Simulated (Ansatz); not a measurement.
Reaction: CH4Si (SMILES C=[SiH2]) → CH3Si (SMILES C=[SiH], doublet) + H (doublet) (the H-Si bond breaks)
Each species at its own B3LYP-D3(BJ)/def2-TZVP minimum (Ansatz, a quantum-chemistry and plane-wave program).

Wanted: bond dissociation energy (electronic), in kcal/mol. Open shells are spin-unrestricted; no spin-orbit coupling. Cores are frozen in correlated methods. Rows without X2C or -DK are non-relativistic. CBS(X,Y): correlation extrapolated as X^-3, Hartree-Fock from the larger set. A bracket is a step between two methods taken in the basis named. Functionals run without relativity, which enters their misses. 'core' is core correlation in cc-pwCVTZ (1s frozen past Ne), 'X2C' scalar relativity in cc-pVTZ-DK, both at CCSD(T). Where a partner has so few electrons that a lower coupled-cluster level is exact, that level stands in. The restricted determinant of CH4Si (C=[SiH2], singlet) is unstable towards broken spin symmetry in at least one set run. The UHF reference of CH3Si (C=[SiH], doublet) is spin-contaminated (<S^2> up to 0.44 over the pure value in the sets run).

```json
[
 {"level": "HF/cc-pV(D+d)Z", "program": "Ansatz", "bond dissociation energy (kcal/mol)": "69.4", "difference against the last row": "-26.1"},
 {"level": "r2SCAN/def2-TZVPD", "program": "Ansatz", "bond dissociation energy (kcal/mol)": "91.0", "difference against the last row": "-4.5"},
 {"level": "MP2/cc-pV(Q+d)Z", "program": "Ansatz", "bond dissociation energy (kcal/mol)": "102.9", "difference against the last row": "7.4"},
 {"level": "CCSD/cc-pV(Q+d)Z", "program": "Ansatz", "bond dissociation energy (kcal/mol)": "95.4", "difference against the last row": "-0.1"},
 {"level": "CCSDT(Q)/cc-pV(D+d)Z", "program": "Ansatz", "bond dissociation energy (kcal/mol)": "90.6", "difference against the last row": "-4.9"},
 {"level": "CCSDT(Q)/cc-pV(T+d)Z", "program": "Ansatz", "bond dissociation energy (kcal/mol)": "93.8", "difference against the last row": "-1.7"},
 {"level": "CCSD(T)/CBS(cc-pV(T+d)Z,cc-pV(Q+d)Z) + [CCSDT(Q) - CCSD(T)]/cc-pV(T+d)Z + core + X2C", "program": "Ansatz", "bond dissociation energy (kcal/mol)": "95.5", "difference against the last row": "0.0"}
]
```
